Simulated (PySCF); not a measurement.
# Radial density of Fe(2+) (iron, charge +2)

BP86, [Ar] 3d5 4s1, 4s spin antiparallel (an excited configuration). Calculation: PySCF 2.14, in aug-cc-pwCVTZ-DK; scalar relativity by spin-free X2C-1e.

| r (bohr) | 4πr²ρ (e/bohr) | 4πr²(ρα − ρβ) |
| --- | --- | --- |
| 0.00104 | 0.2283 | -0.0001 |
| 0.00175 | 0.5759 | -0.0004 |
| 0.00294 | 1.422 | -0.0009 |
| 0.00494 | 3.387 | -0.0022 |
| 0.00830 | 7.592 | -0.0048 |
| 0.0140 | 15.27 | -0.0096 |
| 0.0235 | 25.50 | -0.0152 |
| 0.0395 | 31.41 | -0.0148 |
| 0.0665 | 26.65 | -0.0035 |
| 0.112 | 26.24 | 0.0194 |
| 0.188 | 34.98 | 0.3160 |
| 0.316 | 19.83 | 1.8061 |
| 0.532 | 14.37 | 4.2775 |
| 0.895 | 13.53 | 4.3382 |
| 1.51 | 3.186 | 1.2742 |
| 2.53 | 0.6453 | -0.3193 |
| 4.26 | 0.05667 | -0.0533 |
| 7.16 | 0.0003368 | -0.0003 |

Densities and radii are taken from the X2C orbitals without a picture-change correction, which distorts them close to the nucleus.

With the s spin flipped the determinant is a mixture of two multiplicities, not a spectroscopic state.
